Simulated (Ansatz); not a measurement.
Reaction (redistribution): `CN(C)B[SiH3]` + `COB(S)OC` → `COB(S)O[SiH3]` + `CBN(C)C`

Calculated with Ansatz (gas phase, PBE0-D4/def2-TZVP geometries, no zero-point term in ΔE). CBS: MP2 limit from def2 TZ/QZ plus the TZ coupled-cluster correction, frozen cores. Functionals use def2-TZVPP. One conformer a species, not always the lowest.

`CN(C)B[SiH3]`:

Cartesian coordinates in Å:
```
C 1.657 -0.854 0.897
N 0.464 -0.361 0.239
C -0.326 -1.431 -0.329
B 0.149 0.987 0.182
Si -1.470 1.809 -0.695
H 2.291 -1.400 0.189
H 1.395 -1.544 1.707
H 2.223 -0.022 1.310
H -1.214 -1.032 -0.815
H 0.258 -1.991 -1.068
H -0.638 -2.136 0.450
H 0.922 1.741 0.711
H -2.424 0.865 -1.348
H -2.251 2.585 0.313
H -1.038 2.782 -1.741
```

`COB(S)OC`:

Z-matrix (Å, degrees):
```
C
O 1 1.411
H 1 1.090 2 107.7
H 1 1.094 2 111.1 3 119.3
H 1 1.094 2 111.1 3 -119.3
B 2 1.357 1 122.1 3 179.9
O 6 1.355 2 120.1 1 180.0
S 6 1.830 2 121.0 1 0.0
C 7 1.416 6 120.0 2 0.0
H 8 1.341 6 94.2 2 180.0
H 9 1.090 7 107.3 6 -179.9
H 9 1.093 7 111.1 6 -60.3
H 9 1.093 7 111.1 6 60.6
```

`COB(S)O[SiH3]`:

Z-matrix (Å, degrees):
```
C
O 1 1.415
H 1 1.092 2 108.6
H 1 1.091 2 111.8 3 -120.8
H 1 1.092 2 108.8 3 118.3
B 2 1.352 1 122.4 3 123.8
O 6 1.361 2 121.7 1 0.0
S 6 1.829 2 118.3 1 179.9
Si 7 1.649 6 136.5 2 -175.8
H 8 1.341 6 94.7 2 1.5
H 9 1.485 7 110.5 6 -29.8
H 9 1.484 7 109.3 6 91.2
H 9 1.482 7 107.1 6 -149.9
```

`CBN(C)C`:

Cartesian coordinates in Å:
```
C -1.145 -1.368 1.221
B 0.092 -0.434 0.971
N 0.329 0.309 -0.185
C 1.497 1.147 -0.336
C -0.523 0.345 -1.350
H -0.797 -2.382 1.448
H -1.677 -1.038 2.121
H -1.876 -1.441 0.413
H 0.922 -0.329 1.836
H 2.110 1.092 0.561
H 1.210 2.193 -0.504
H 2.100 0.829 -1.196
H -1.393 -0.292 -1.212
H -0.869 1.366 -1.548
H 0.019 0.003 -2.240
```

```tsv
level	ΔE (kcal/mol)
PBE0-D4	-43.5
B2PLYP	-46.9
PBE	-41.1
MP2/def2-TZVPP	-48.6
CCSD(T)/def2-TZVPP	-45.7
MP2/def2-QZVPP	-49.3
SCS-MP2/def2-QZVPP	-48.5
CCSD/CBS(def2)	-47.4
```

Question: What does CCSD(T)/CBS give? (Best estimate.)

Answer: Ansatz gave: -46.5 kcal/mol. The listed levels differ from it by 3.0, -0.4, 5.4, -2.1, 0.8, -2.8, -2.0, -0.9 kcal/mol.

Largest T1 diagnostic among the species: 0.013.

From PBE to PBE0 (25 % exact exchange), in def2-TZVPP and without D4, ΔE moves by −2.3 kcal/mol. In def2-TZVPP, CCSD(T) changes the Hartree–Fock value by +4.5 kcal/mol (the triples alone add +0.9 kcal/mol) and MP2 by +1.5 kcal/mol.
